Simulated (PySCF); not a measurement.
## Two-component Hartree-Fock for Pm⁶⁰⁺ (promethium, charge +60)

Start: 1s1; 1s1/2 filled at m_j = +1/2. Calculated with PySCF 2.14 in an even-tempered Gaussian basis (15 s from 170 bohr⁻², ratio 2.4; 11 p from 220 bohr⁻², ratio 2.4; 3 d from 670 bohr⁻², ratio 2.6; 3 f from 1000 bohr⁻², ratio 2.6): generalised Hartree-Fock with the X2C-1e Hamiltonian and a Gaussian nucleus; one run each with spin-orbit coupling (SO) switched off, then screened by Boettger's factors, then bare.

```json
{"spinor shell": "1s1/2", "electrons": "1", "ε, spin-free (eV)": "-53411.9", "ε, screened SO (eV)": "-53411.9", "ε, bare SO (eV)": "-53411.9", "weight of nominal j (screened SO)": "1.000", "rms radius, screened SO (bohr)": "0.0260"}
```

```tsv
quantity	spin-free	screened SO	bare SO
E (hartree)	-1962.85025	-1962.85025	-1962.85025
M_J	1/2	1/2	1/2
⟨J²⟩	0.750	0.750	0.750
⟨L²⟩	0.000	0.000	0.000
⟨S²⟩	0.750	0.750	0.750
```

Breit and QED terms are absent; they matter most for the inner s and p1/2 levels.

Densities and radii are taken from the X2C orbitals without a picture-change correction, which distorts them close to the nucleus.

Without spin-orbit coupling the j labels of p, d and f shells carry no meaning; the spin-free column gives the mean over the occupied spinors of each nl shell.
